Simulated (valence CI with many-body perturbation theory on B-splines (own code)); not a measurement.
The numbers below are computed, except where a source is named.
Energy levels of K13+

Level of theory: relativistic CI+MBPT: four valence electrons over a frozen Dirac-Fock core [He], radial functions for each j: 11 s, 11 p, 10 d, 8 f, 5 g, 2 h, with the one-electron correlation potential Σ1, the two-electron term Σ2, the three-electron term Σ3, Breit, model QED; selected CI, second order for the rest, scaled by the run's own slope (own B-spline code, finite nucleus).

No measured levels were compared; by estimate levels of excited configurations hold to 0.05 to 0.15 % of their energy, terms of the ground configuration to about 0.5 %. Among the levels kept, up to 940 cm⁻¹ of a level comes from second order outside the variational space, and about a tenth of that is noise between levels of different J, which matters for small intervals.

Levels 46 to 90 of 182, with energies above the lowest level, 2s²2p² ³P_0. "Leading %" is the weight of the configuration and term that name the level; weights of strongly mixed levels are sums over their largest components and can fall short. In the jj column 3d3/2^4 stands for four electrons in 3d with j = 3/2.

| No. | Configuration | Term | J | E (eV) | Leading % | Leading jj | g |
| --- | --- | --- | --- | --- | --- | --- | --- |
| 46 | 2s²2p3d | ³P° | 2 | 485.56 | 59 | 2s^2 2p3/2 3d5/2 (54 %) | 1.367 |
| 47 | 2s²2p3d | ³P° | 1 | 485.81 | 79 | 2s^2 2p3/2 3d3/2 (84 %) | 1.333 |
| 48 | 2s²2p3d | ³P° | 0 | 485.99 | 96 | 2s^2 2p3/2 3d3/2 (96 %) |  |
| 49 | 2s2p²3s | ³P | 1 | 486.15 | 91 | 2s 2p1/2 2p3/2 3s (76 %) | 1.501 |
| 50 | 2s2p²3s | ³P | 2 | 487.93 | 90 | 2s 2p3/2^2 3s (49 %) | 1.496 |
| 51 | 2s²2p3d | ¹F° | 3 | 490.31 | 93 | 2s^2 2p3/2 3d3/2 (42 %) | 1.008 |
| 52 | 2s²2p3d | ¹P° | 1 | 490.38 | 90 | 2s^2 2p3/2 3d5/2 (76 %) | 0.996 |
| 53 | 2s2p²3p | ³S° | 1 | 492.12 | 60 | 2s 2p1/2^2 3p1/2 (35 %) | 1.902 |
| 54 | 2s2p²3p | ⁵D° | 0 | 492.22 | 98 | 2s 2p1/2^2 3p1/2 (46 %) |  |
| 55 | 2s2p²3p | ⁵D° | 1 | 492.78 | 71 | 2s 2p1/2 2p3/2 3p1/2 (54 %) | 1.641 |
| 56 | 2s2p²3p | ⁵D° | 2 | 493.31 | 93 | 2s 2p1/2 2p3/2 3p1/2 (42 %) | 1.521 |
| 57 | 2s2p²3p | ⁵D° | 3 | 494.48 | 94 | 2s 2p1/2 2p3/2 3p3/2 (71 %) | 1.508 |
| 58 | 2s2p²3p | ⁵P° | 1 | 495.42 | 89 | 2s 2p1/2 2p3/2 3p3/2 (42 %) | 2.428 |
| 59 | 2s2p²3p | ⁵P° | 2 | 495.71 | 89 | 2s 2p1/2 2p3/2 3p3/2 (28 %) | 1.802 |
| 60 | 2s2p²3p | ⁵D° | 4 | 495.98 | 99 | 2s 2p3/2^2 3p3/2 (59 %) | 1.498 |
| 61 | 2s2p²3p | ⁵P° | 3 | 496.83 | 90 | 2s 2p1/2 2p3/2 3p3/2 (34 %) | 1.641 |
| 62 | 2s2p²3p | ³D° | 1 | 498.67 | 96 | 2s 2p1/2 2p3/2 3p3/2 (46 %) | 0.532 |
| 63 | 2s2p²3p | ³D° | 2 | 499.65 | 94 | 2s 2p1/2 2p3/2 3p3/2 (55 %) | 1.187 |
| 64 | 2s2p²3p | ³D° | 3 | 501.19 | 94 | 2s 2p3/2^2 3p3/2 (49 %) | 1.345 |
| 65 | 2s2p²3p | ⁵S° | 2 | 501.51 | 95 | 2s 2p3/2^2 3p1/2 (27 %) | 1.988 |
| 66 | 2s2p²3s | ³D | 1 | 502.12 | 97 | 2s 2p1/2 2p3/2 3s (70 %) | 0.503 |
| 67 | 2s2p²3s | ³D | 2 | 502.20 | 96 | 2s 2p1/2 2p3/2 3s (64 %) | 1.169 |
| 68 | 2s2p²3s | ³D | 3 | 502.30 | 96 | 2s 2p1/2 2p3/2 3s (57 %) | 1.334 |
| 69 | 2s2p²3p | ³P° | 0 | 502.31 | 98 | 2s 2p1/2 2p3/2 3p3/2 (75 %) |  |
| 70 | 2s2p²3p | ³P° | 1 | 502.84 | 94 | 2s 2p1/2 2p3/2 3p3/2 (43 %) | 1.487 |
| 71 | 2s2p²3p | ³P° | 2 | 503.31 | 94 | 2s 2p1/2 2p3/2 3p3/2 (46 %) | 1.492 |
| 72 | 2s2p²3s | ¹D | 2 | 507.31 | 96 | 2s 2p1/2 2p3/2 3s (64 %) | 1.003 |
| 73 | 2s2p²3d | ⁵F | 1 | 508.27 | 97 | 2s 2p1/2^2 3d3/2 (42 %) | 0.036 |
| 74 | 2s2p²3d | ⁵F | 2 | 508.60 | 93 | 2s 2p1/2 2p3/2 3d3/2 (41 %) | 1.031 |
| 75 | 2s2p²3d | ⁵F | 3 | 509.16 | 90 | 2s 2p1/2 2p3/2 3d3/2 (38 %) | 1.275 |
| 76 | 2s2p²3d | ⁵F | 4 | 510.04 | 91 | 2s 2p1/2 2p3/2 3d5/2 (70 %) | 1.361 |
| 77 | 2s2p²3d | ⁵F | 5 | 511.23 | 99 | 2s 2p3/2^2 3d5/2 (59 %) | 1.398 |
| 78 | 2s2p²3d | ⁵D | 0 | 511.65 | 97 | 2s 2p1/2 2p3/2 3d3/2 (88 %) |  |
| 79 | 2s2p²3d | ⁵D | 1 | 511.69 | 92 | 2s 2p1/2 2p3/2 3d3/2 (73 %) | 1.489 |
| 80 | 2s2p²3d | ⁵D | 2 | 511.79 | 82 | 2s 2p1/2 2p3/2 3d3/2 (47 %) | 1.492 |
| 81 | 2s2p²3d | ⁵D | 3 | 512.04 | 74 | 2s 2p1/2 2p3/2 3d5/2 (35 %) | 1.498 |
| 82 | 2s2p²3d | ⁵D | 4 | 512.90 | 90 | 2s 2p1/2 2p3/2 3d5/2 (42 %) | 1.482 |
| 83 | 2s2p²3d | ³P | 2 | 514.63 | 91 | 2s 2p1/2 2p3/2 3d5/2 (32 %) | 1.487 |
| 84 | 2s2p²3d | ⁵P | 3 | 514.84 | 82 | 2s 2p1/2 2p3/2 3d5/2 (38 %) | 1.636 |
| 85 | 2s2p²3d | ⁵P | 2 | 515.46 | 90 | 2s 2p3/2^2 3d3/2 (30 %) | 1.803 |
| 86 | 2s2p²3d | ⁵P | 1 | 515.74 | 62 | 2s 2p3/2^2 3d3/2 (45 %) | 2.170 |
| 87 | 2s2p²3s | ³S | 1 | 515.85 | 32 | 2s 2p1/2^2 3s (23 %) | 1.969 |
| 88 | 2s2p²3d | ³P | 1 | 516.09 | 51 | 2s 2p1/2 2p3/2 3d5/2 (29 %) | 1.688 |
| 89 | 2s2p²3d | ³P | 0 | 516.60 | 85 | 2s 2p3/2^2 3d5/2 (57 %) |  |
| 90 | 2s2p²3d | ³F | 2 | 516.77 | 97 | 2s 2p1/2 2p3/2 3d5/2 (48 %) | 0.679 |

Names give the largest LS component (configuration and term), which can be under half, so a name can repeat, a term be missing and a line seem to break the LS rules; names also repeat where a configuration has a term twice.

Where two levels of one J and parity lie close, their mixing, g and order are uncertain.
